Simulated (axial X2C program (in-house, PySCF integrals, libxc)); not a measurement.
**Which molecule has these constants?**

Computed with an axial X2C code built on PySCF integrals, spin-free (one-electron X2C) or two-component (2c: spin–orbit coupling with atomic mean-field Coulomb and Gaunt terms, which also bring small scalar terms), in Dyall basis sets with cores contracted in-house; open shells are unrestricted.

A two-component CCSD(T) calculation in a Dyall 3-zeta basis gave Re = 2.570 Å, ωe = 213.2 cm⁻¹, De = 1.57 eV, Ω = 0.

Which molecule is it?
A. LiCu
B. NaCu
C. CuH

B. The others have CuH 1.448 Å and 1984.9 cm⁻¹ (Ω = 0); LiCu 2.281 Å and 384.8 cm⁻¹ (Ω = 0).

Frozen shells (counts by l): NaCu Cu 3s2p, Na 2s1p, 12 electrons correlated; CuH Cu 3s2p, H none, 12 electrons correlated; LiCu Cu 3s2p, Li 1s, 12 electrons correlated. Coupled cluster in natural virtuals with an MP2 remainder. Where the outer core of a metal is frozen, bonds come out longer and ionisation energies lower.

Each entry is the lowest single determinant of a limited PBE0 search at one distance. De goes to single-determinant-based atoms at the same level (for ions the charge split of lowest energy) and is withheld (n/a) where an atom does not fit its ground term or J level. Main or longest-lived isotopes. One determinant is a doubtful description, or other states lie close, for NaCu, CuH, LiCu; these need not be ground states, and all values refer to the states named.
